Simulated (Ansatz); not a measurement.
Relaxed structures of CH4SSe, singlet (PBE0-D4/def2-TZVP; forces vanish, vibrations not checked; lower isomers may exist, and structures with a doubtful reference or unclear bonds are left out; Å). Computed with Ansatz 0.2.0 (basis: def2-TZVPP); correlated methods freeze the cores. Filled d shells of the heavier atoms are correlated. The def2 sets are not built for correlating such inner shells, so the correlated values are less sure here.

Rank them by CCSD(T) energy, lowest first, and give each one's height above the lowest. Links in brackets join atoms within 1.22 times the sum of their covalent radii (1.1 for two metals). (To be estimated.)
A.
CH₄SSe ([CH2][SeH][SH])
```
7
angstrom
C -0.8131 0.5526 -0.1864
Se 0.6931 0.8414 0.7050
S 2.5577 -0.6986 0.5397
H -1.3857 -0.3485 -0.0124
H -0.8315 0.9888 -1.1772
H 0.3072 0.2083 1.9747
H 1.7716 -1.7808 0.6577
```
B.
CH₄SSe ([CH3][Se][SH])
```
7
angstrom
C -0.8785 0.4735 -0.2683
Se 0.4755 0.5117 1.1294
S 2.0803 -0.5928 0.1429
H -1.2190 -0.5461 -0.4355
H -0.4756 0.9034 -1.1825
H -1.7059 1.0855 0.0956
H 1.7230 -1.8353 0.5184
```
C.
a complex of CH₂Se ([CH2][Se]) + H₂S
```
7
angstrom
C -1.2756 0.5837 -0.3269
Se 0.1015 0.4416 0.7275
S 3.0455 -1.1436 -0.4194
H -2.0241 -0.2009 -0.3989
H -1.4203 1.4526 -0.9635
H 3.6244 -0.1729 0.3032
H 2.7593 -1.8667 0.6736
```

The calculation gives: B (0.0 kJ/mol), C (132.6 kJ/mol), A (240.0 kJ/mol). Heights count from the lowest.

The T1 diagnostic stays at or below 0.015. The restricted Hartree–Fock reference is unstable towards an unrestricted one at one or more of these structures.

For scale, one of the runs: CCSD(T)/def2-TZVPP, 177 basis functions, launched by `ansatz run in.yaml --threads 2 --pin off --events-out ev --progress --plain --max-ram 4352MiB`. Hardware: 2 CPU threads of an Arm Neoverse V1, shared host. Wall time 62 s; peak host memory 1.6 GiB.
